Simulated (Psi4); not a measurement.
cyclobutene (C4H6), singlet, at a GFN2-xTB geometry; Psi4 1.11 with CAM-B3LYP/6-31G**.

Input for Psi4:
```
memory 2 GB

molecule {
0 1
  C     0.00522404   -0.65803470    0.81160491
  C     0.00258559    0.67078963    0.80110802
  C    -0.00181609   -0.78077129   -0.68679068
  C    -0.00489486    0.76981077   -0.69903932
  H     0.01043100   -1.40624811    1.58354624
  H     0.00479724    1.43111936    1.56113280
  H    -0.89062366   -1.24422161   -1.11243761
  H     0.88461218   -1.24076490   -1.12106160
  H     0.87971347    1.22640274   -1.14055069
  H    -0.89552237    1.22294603   -1.13192670
}

set basis 6-31g**

energy('cam-b3lyp')
print_variables()
```

Problem. Predict the main parts of the log of this Psi4 run.

Solution. 
```
   => Loading Basis Set <=

    Name: 6-31G**
    Role: ORBITAL
    Keyword: BASIS

         ---------------------------------------------------------
                                   SCF
               by Justin Turney, Rob Parrish, Andy Simmonett
                          and Daniel G. A. Smith
                              RKS Reference
         ---------------------------------------------------------

  ==> Geometry <==

    Molecular point group: c1
    Full point group: C1

    Geometry (in Angstrom), charge = 0, multiplicity = 1:

       Center              X                  Y                   Z               Mass
    ------------   -----------------  -----------------  -----------------  -----------------
         C            0.005103026025    -0.658232346340     0.786614685799    12.000000000000
         C            0.002464576025     0.670591983660     0.776117795799    12.000000000000
         C           -0.001937103975    -0.780968936340    -0.711780904201    12.000000000000
         C           -0.005015873975     0.769613123660    -0.724029544201    12.000000000000
         H            0.010309986025    -1.406445756340     1.558556015799     1.007825032230
         H            0.004676226025     1.430921713660     1.536142575799     1.007825032230
         H           -0.890744673975    -1.244419256340    -1.137427834201     1.007825032230
         H            0.884491166025    -1.240962546340    -1.146051824201     1.007825032230
         H            0.879592456025     1.226205093660    -1.165540914201     1.007825032230
         H           -0.895643383975     1.222748383660    -1.156916924201     1.007825032230

  Running in c1 symmetry.

  Rotational constants: A =      0.43911  B =      0.41755  C =      0.23281 [cm^-1]
  Rotational constants: A =  13164.20601  B =  12517.83036  C =   6979.34127 [MHz]
  Nuclear repulsion =  114.177309339972311

  Charge       = 0
  Multiplicity = 1
  Electrons    = 30
  Nalpha       = 15
  Nbeta        = 15

  ==> Algorithm <==

  SCF Algorithm Type is DF.
  DIIS enabled.
  MOM disabled.
  Fractional occupation disabled.
  Guess Type is SAD.
  Energy threshold   = 1.00e-06
  Density threshold  = 1.00e-06
  Integral threshold = 1.00e-12

  ==> Primary Basis <==

  Basis Set: 6-31G**
    Blend: 6-31G**
    Number of shells: 42
    Number of basis functions: 90
    Number of Cartesian functions: 90
    Spherical Harmonics?: false
    Max angular momentum: 2

  ==> DFT Potential <==

[...]
   @DF-RKS iter   2:  -155.73665139720219   -4.18761e-02   5.95937e-03 ADIIS/DIIS
   @DF-RKS iter   3:  -155.88121534384516   -1.44564e-01   2.68319e-04 ADIIS/DIIS
   @DF-RKS iter   4:  -155.88149085633751   -2.75512e-04   8.57387e-05 DIIS
   @DF-RKS iter   5:  -155.88152019209295   -2.93358e-05   3.95836e-05 DIIS
   @DF-RKS iter   6:  -155.88152667818713   -6.48609e-06   3.33598e-06 DIIS
   @DF-RKS iter   7:  -155.88152677884722   -1.00660e-07   3.50631e-07 DIIS
  Energy and wave function converged.

  ==> Post-Iterations <==

   Electrons on quadrature grid:
      Ntotal   =   30.0000001755 ; deviation = 1.755e-07

    Orbital Energies [Eh]
    ---------------------

    Doubly Occupied:

[...]
    Virtual:

[...]
    Final Occupation by Irrep:
              A
    DOCC [    15 ]
    NA   [    15 ]
    NB   [    15 ]

  @DF-RKS Final Energy:  -155.88152677884722

   => Energetics <=

    Nuclear Repulsion Energy =            114.1773093399723109
    One-Electron Energy =                -434.4632238713979859
    Two-Electron Energy =                 181.5859070145693863
    DFT Exchange-Correlation Energy =     -17.1815192619909709
    Empirical Dispersion Energy =           0.0000000000000000
    VV10 Nonlocal Energy =                  0.0000000000000000
    Total Energy =                       -155.8815267788472170

Computation Completed

Properties will be evaluated at   0.000000,   0.000000,   0.000000 [a0]

Properties computed using the SCF density matrix

 Multipole Moments:

 ------------------------------------------------------------------------------------
     Multipole            Electronic (a.u.)      Nuclear  (a.u.)        Total (a.u.)
 ------------------------------------------------------------------------------------

 L = 1.  Multiply by 2.5417464519 to convert [e a0] to [Debye]
 Dipole X            :          0.0066535           -0.0068606           -0.0002071
 Dipole Y            :          0.0108667           -0.0112050           -0.0003383
 Dipole Z            :          1.3739664           -1.4167403           -0.0427739
 Magnitude           :                                                    0.0427758

 ------------------------------------------------------------------------------------

  Variable Map:
  ----------------------------------------------------------------------------
[...]
  Array Variable Map:
  ----------------------------------------------------------------------------
[...]
[...]
```
